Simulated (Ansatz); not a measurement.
Process, species as SMILES: ClBr (Cl-Br) → Br atom + Cl atom
B3LYP-D3(BJ)/def2-TZVP geometries, fixed; electronic energies without zero-point terms.

Energies in hartree at MP2 with Ansatz (a quantum-chemistry and plane-wave program); the atomisation energy is their sum with the coefficients shown, times 627.509 kcal/mol a hartree. All functions are spherical. Cores are frozen (with 3d on Ga to Br). Open shells are unrestricted. No added dispersion term, no relativity.

```
species       coefficient          part  cc-pV(D+d)Z  cc-pV(T+d)Z  cc-pV(Q+d)Z
------------  -----------  ------------  -----------  -----------  -----------
ClBr (Cl-Br)           -1  Hartree-Fock  -3031.86016  -3031.95781  -3031.96489
ClBr (Cl-Br)           -1   correlation     -0.25303     -0.35042     -0.38824
Br atom                +1  Hartree-Fock  -2572.36837  -2572.44509  -2572.44802
Br atom                +1   correlation     -0.09246     -0.13333     -0.14910
Cl atom                +1  Hartree-Fock   -459.47140   -459.48556   -459.48916
Cl atom                +1   correlation     -0.11260     -0.15854     -0.17550
```

Problem. Predict the atomisation energy in cc-pV(5+d)Z (X = 5): let each Hartree-Fock step shrink by the ratio of the last two, and fit each correlation energy at X = 3 and 4 to E + A/X^3. Compare with the run.

Solution. 
- ClBr (Cl-Br): steps -0.09765 and -0.00708, ratio 0.073, so Hartree-Fock -3031.96541 (run: -3031.96599); A = (-0.35042 - (-0.38824))/(1/27 - 1/64) = 1.7663, correlation -0.38824 - A/64 + A/125 = -0.40171 (run: -0.40464).
- Br atom: steps -0.07672 and -0.00293, ratio 0.038, so Hartree-Fock -2572.44813 (run: -2572.44835); A = (-0.13333 - (-0.14910))/(1/27 - 1/64) = 0.7365, correlation -0.14910 - A/64 + A/125 = -0.15472 (run: -0.15631).
- Cl atom: steps -0.01416 and -0.00360, ratio 0.254, so Hartree-Fock -459.49007 (run: -459.48973); A = (-0.15854 - (-0.17550))/(1/27 - 1/64) = 0.7921, correlation -0.17550 - A/64 + A/125 = -0.18154 (run: -0.18264).
Predicted 58.1 kcal/mol; the run in cc-pV(5+d)Z gives 58.7, a miss of -0.6. Keeping the value in cc-pV(Q+d)Z, 57.3, would miss by -1.4.
